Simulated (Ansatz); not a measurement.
The same path of C₂H₇FN₂Te (13 atoms, charge 0, multiplicity 1) was run 3 times with different band settings. The coordinate that changes most is the height of N4 over the plane of its neighbours.

Computed with RKS B3LYP/def2-SVP in Ansatz.

Relaxed end points:

```xyz
13
Properties=species:S:1:pos:R:3
C -1.024 -1.811 1.190
Te 1.009 -1.089 0.881
C 0.363 0.734 -0.326
N 0.153 0.556 -1.716
N 1.373 1.690 -0.120
F -0.881 1.093 0.207
H -1.395 -2.328 0.296
H -1.004 -2.505 2.041
H -1.646 -0.939 1.424
H 0.993 0.201 -2.168
H -0.619 -0.081 -1.900
H 1.180 2.540 -0.655
H 1.516 1.904 0.863
```

```xyz
13
Properties=species:S:1:pos:R:3
C -0.993 -1.815 1.191
Te 0.981 -0.908 1.229
C 0.336 0.666 -0.214
N 0.049 0.087 -1.483
N 1.351 1.660 -0.225
F -0.883 1.182 0.236
H -1.281 -1.895 0.135
H -0.923 -2.811 1.648
H -1.698 -1.183 1.742
H 0.895 -0.262 -1.928
H -0.420 0.761 -2.092
H 1.143 2.388 -0.913
H 1.464 2.095 0.691
```

Common settings: spring 5.0 eV/Å²; optimiser quadratic models (default); start path through a guess of the saddle point; end points relaxed.

| run | movable images | climbing image | force threshold | iteration limit |
| --- | --- | --- | --- | --- |
| 1 | 7 | yes | 0.05 eV/Å | 30 |
| 2 | 8 | no | 0.05 eV/Å | 26 |
| 3 | 7 | yes | 0.2 eV/Å | 32 |

Question: What does each run give, and how far can it be trusted?

Answer: Run 1: converged after 11 iterations, highest image 0.199 eV above the first end. A vibrational analysis at the climbing image gives one clearly imaginary mode, 495i cm⁻¹: a first-order saddle point.
Run 2: converged after 15 iterations, highest image 0.190 eV above the first end. No image climbed, so the highest image needn't sit at the top of the path.
Run 3: converged after 6 iterations, highest image 0.202 eV above the first end. The threshold of 0.2 eV/Å is loose, so the images may lie well off the minimum-energy path. Another band between the same ends (7 images) ends at a top of the same energy, where a vibrational analysis finds 1 clearly imaginary mode.
